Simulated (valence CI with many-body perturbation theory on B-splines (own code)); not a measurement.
Pr³⁶⁺: M1 decay

Calculated by configuration interaction combined with many-body perturbation theory (CI+MBPT): five valence electrons over a frozen Dirac-Fock core [Ar], radial functions for each j: 7 s, 7 p, 8 d, 6 f, 4 g, 1 h, with the one-electron correlation potential Σ1, the two-electron term Σ2, the three-electron term Σ3, Breit, model QED; selected CI, second order for the rest (own B-spline code, finite nucleus).

No measured spectrum was set against this ion. As an estimate, large intervals hold to a few tenths of a per cent, small ones and those within an open d or f shell to about a per cent. Only levels of the ground parity were solved; by the run's estimate the other parity begins above the list, which can be wrong where configurations are misplaced.

Lines 51 to 100 of 120 in falling wavelength, among levels below 892120 cm⁻¹, chosen from the decays that carry over 1 % of a level's rate. Wavelengths and rates use the calculated energies. S is in atomic units (e²a₀⁴ for E2 and M2, e²a₀⁶ for E3), for M1 in squared Bohr magnetons. Weak lines are less certain than strong ones. Lines between different terms over intervals too small for the method are left out, as are lines whose strength nearly cancels.

Levels are named by their leading jj configuration (3d3/2^4 stands for four electrons in 3d with j = 3/2), which in mixed levels can hold well under half, so a name can repeat and another be missing. Letters in brackets count levels of one name in rising energy.

| λ vac (Å) | Upper | Lower | Type | A (s⁻¹) | S (a.u.) |
| --- | --- | --- | --- | --- | --- |
| 544.5 | (3d3/2^2 3d5/2^3) J=9/2 [a] | (3d3/2^3 3d5/2^2) J=7/2 [a] | M1 | 4.05e+04 | 2.42e+00 |
| 542.3 | (3d3/2^2 3d5/2^3) J=7/2 [c] | (3d3/2^2 3d5/2^3) J=5/2 [a] | M1 | 3.61e+03 | 1.71e-01 |
| 540.1 | (3d3/2 3d5/2^4) J=5/2 [a] | (3d3/2^2 3d5/2^3) J=7/2 [a] | M1 | 7.46e+04 | 2.61e+00 |
| 532.8 | (3d3/2^2 3d5/2^3) J=9/2 [c] | (3d3/2^2 3d5/2^3) J=11/2 | M1 | 3.39e+03 | 1.90e-01 |
| 528.9 | (3d3/2^2 3d5/2^3) J=1/2 [a] | (3d3/2^3 3d5/2^2) J=3/2 [a] | M1 | 8.05e+04 | 8.83e-01 |
| 526.9 | (3d3/2^2 3d5/2^3) J=5/2 [c] | (3d3/2^3 3d5/2^2) J=7/2 [b] | M1 | 4.72e+04 | 1.54e+00 |
| 524.4 | (3d3/2^2 3d5/2^3) J=13/2 | (3d3/2^3 3d5/2^2) J=11/2 | M1 | 1.57e+04 | 1.17e+00 |
| 503.5 | (3d3/2^2 3d5/2^3) J=3/2 [a] | (3d3/2^3 3d5/2^2) J=3/2 [a] | M1 | 1.18e+05 | 2.24e+00 |
| 502.4 | (3d3/2^2 3d5/2^3) J=5/2 [a] | (3d3/2^3 3d5/2^2) J=5/2 [a] | M1 | 1.89e+05 | 5.33e+00 |
| 494.3 | (3d3/2^3 3d5/2^2) J=7/2 [a] | (3d3/2^4 3d5/2) J=5/2 | M1 | 4.09e+04 | 1.46e+00 |
| 490.2 | (3d3/2 3d5/2^4) J=3/2 [a] | (3d3/2^2 3d5/2^3) J=5/2 [b] | M1 | 5.10e+04 | 8.91e-01 |
| 478.4 | (3d3/2^3 3d5/2^2) J=3/2 [a] | (3d3/2^4 3d5/2) J=5/2 | M1 | 1.46e+05 | 2.38e+00 |
| 475.5 | (3d3/2 3d5/2^4) J=11/2 | (3d3/2^2 3d5/2^3) J=13/2 | M1 | 3.64e+04 | 1.74e+00 |
| 471.1 | (3d3/2^2 3d5/2^3) J=5/2 [b] | (3d3/2^3 3d5/2^2) J=3/2 [a] | M1 | 1.79e+04 | 4.16e-01 |
| 465.0 | (3d3/2 3d5/2^4) J=7/2 [a] | (3d3/2^2 3d5/2^3) J=9/2 [a] | M1 | 1.07e+05 | 3.18e+00 |
| 462.1 | (3d3/2^2 3d5/2^3) J=9/2 [b] | (3d3/2^3 3d5/2^2) J=9/2 | M1 | 1.04e+05 | 3.82e+00 |
| 459.4 | (3d3/2 3d5/2^4) J=3/2 [a] | (3d3/2^2 3d5/2^3) J=3/2 [a] | M1 | 1.40e+05 | 2.01e+00 |
| 456.7 | (3d3/2^2 3d5/2^3) J=5/2 [b] | (3d3/2^3 3d5/2^2) J=7/2 [a] | M1 | 3.73e+04 | 7.89e-01 |
| 454.6 | (3d3/2^2 3d5/2^3) J=7/2 [b] | (3d3/2^3 3d5/2^2) J=5/2 [b] | M1 | 2.06e+03 | 5.74e-02 |
| 452.9 | (3d3/2^3 3d5/2^2) J=3/2 [b] | (3d3/2^3 3d5/2^2) J=5/2 [a] | M1 | 7.76e+03 | 1.07e-01 |
| 450.2 | (3d3/2 3d5/2^4) J=5/2 [a] | (3d3/2^2 3d5/2^3) J=5/2 [a] | M1 | 2.60e+05 | 5.29e+00 |
| 441.5 | (3d3/2 3d5/2^4) J=5/2 [b] | (3d3/2^2 3d5/2^3) J=5/2 [b] | M1 | 6.07e+04 | 1.16e+00 |
| 440.8 | (3d3/2^2 3d5/2^3) J=7/2 [c] | (3d3/2^3 3d5/2^2) J=7/2 [b] | M1 | 4.29e+04 | 1.09e+00 |
| 440.1 | (3d3/2 3d5/2^4) J=3/2 [a] | (3d3/2^2 3d5/2^3) J=1/2 [a] | M1 | 1.24e+05 | 1.57e+00 |
| 439.9 | (3d3/2 3d5/2^4) J=11/2 | (3d3/2^2 3d5/2^3) J=9/2 [a] | M1 | 4.16e+04 | 1.57e+00 |
| 432.8 | (3d3/2^2 3d5/2^3) J=7/2 [b] | (3d3/2^3 3d5/2^2) J=9/2 | M1 | 2.68e+04 | 6.44e-01 |
| 424.8 | (3d3/2 3d5/2^4) J=7/2 [a] | (3d3/2^2 3d5/2^3) J=7/2 [a] | M1 | 9.04e+04 | 2.06e+00 |
| 423.7 | (3d3/2^2 3d5/2^3) J=7/2 [a] | (3d3/2^3 3d5/2^2) J=5/2 [a] | M1 | 2.13e+04 | 4.81e-01 |
| 423.1 | (3d3/2^2 3d5/2^3) J=3/2 [b] | (3d3/2^3 3d5/2^2) J=1/2 | M1 | 1.40e+04 | 1.57e-01 |
| 415.6 | (3d3/2^2 3d5/2^3) J=9/2 [b] | (3d3/2^3 3d5/2^2) J=11/2 | M1 | 3.86e+04 | 1.03e+00 |
| 414.6 | (3d3/2 3d5/2^4) J=11/2 | (3d3/2^2 3d5/2^3) J=11/2 | M1 | 1.55e+05 | 4.91e+00 |
| 405.8 | (3d3/2^2 3d5/2^3) J=3/2 [b] | (3d3/2^3 3d5/2^2) J=5/2 [b] | M1 | 1.69e+04 | 1.68e-01 |
| 399.0 | (3d3/2^2 3d5/2^3) J=9/2 [b] | (3d3/2^3 3d5/2^2) J=7/2 [a] | M1 | 3.10e+04 | 7.31e-01 |
| 385.4 | (3d3/2^2 3d5/2^3) J=1/2 [b] | (3d3/2^3 3d5/2^2) J=1/2 | M1 | 5.00e+04 | 2.12e-01 |
| 378.0 | (3d3/2 3d5/2^4) J=5/2 [a] | (3d3/2^3 3d5/2^2) J=7/2 [b] | M1 | 5.70e+03 | 6.85e-02 |
| 377.0 | (3d3/2^2 3d5/2^3) J=7/2 [b] | (3d3/2^3 3d5/2^2) J=7/2 [a] | M1 | 2.15e+03 | 3.42e-02 |
| 376.8 | (3d3/2^2 3d5/2^3) J=7/2 [c] | (3d3/2^3 3d5/2^2) J=5/2 [b] | M1 | 2.08e+04 | 3.30e-01 |
| 374.6 | (3d3/2^2 3d5/2^3) J=5/2 [c] | (3d3/2^3 3d5/2^2) J=3/2 [a] | M1 | 2.96e+04 | 3.46e-01 |
| 367.1 | (3d3/2 3d5/2^4) J=7/2 [a] | (3d3/2^2 3d5/2^3) J=5/2 [a] | M1 | 1.19e+04 | 1.74e-01 |
| 365.5 | (3d3/2^2 3d5/2^3) J=9/2 [c] | (3d3/2^3 3d5/2^2) J=7/2 [b] | M1 | 4.44e+04 | 8.05e-01 |
| 365.4 | (3d3/2^2 3d5/2^3) J=5/2 [c] | (3d3/2^3 3d5/2^2) J=7/2 [a] | M1 | 7.47e+04 | 8.11e-01 |
| 361.7 | (3d3/2^2 3d5/2^3) J=7/2 [c] | (3d3/2^3 3d5/2^2) J=9/2 | M1 | 4.71e+04 | 6.61e-01 |
| 359.6 | (3d3/2^2 3d5/2^3) J=3/2 [a] | (3d3/2^3 3d5/2^2) J=5/2 [a] | M1 | 9.13e+04 | 6.30e-01 |
| 354.4 | (3d3/2 3d5/2^4) J=5/2 [b] | (3d3/2^2 3d5/2^3) J=7/2 [a] | M1 | 3.18e+04 | 3.14e-01 |
| 350.9 | (3d3/2^2 3d5/2^3) J=3/2 [b] | (3d3/2^3 3d5/2^2) J=3/2 [a] | M1 | 2.31e+04 | 1.48e-01 |
| 349.4 | (3d3/2^3 3d5/2^2) J=7/2 [b] | (3d3/2^4 3d5/2) J=5/2 | M1 | 6.40e+03 | 8.10e-02 |
| 337.1 | (3d3/2 3d5/2^4) J=3/2 [a] | (3d3/2^2 3d5/2^3) J=5/2 [a] | M1 | 2.98e+04 | 1.69e-01 |
| 336.2 | (3d3/2 3d5/2^4) J=5/2 [b] | (3d3/2^3 3d5/2^2) J=3/2 [b] | M1 | 3.56e+04 | 3.01e-01 |
| 329.9 | (3d3/2 3d5/2^4) J=5/2 [a] | (3d3/2^3 3d5/2^2) J=5/2 [b] | M1 | 5.27e+04 | 4.21e-01 |
| 324.6 | (3d3/2^2 3d5/2^3) J=1/2 [b] | (3d3/2^3 3d5/2^2) J=3/2 [a] | M1 | 1.21e+05 | 3.06e-01 |
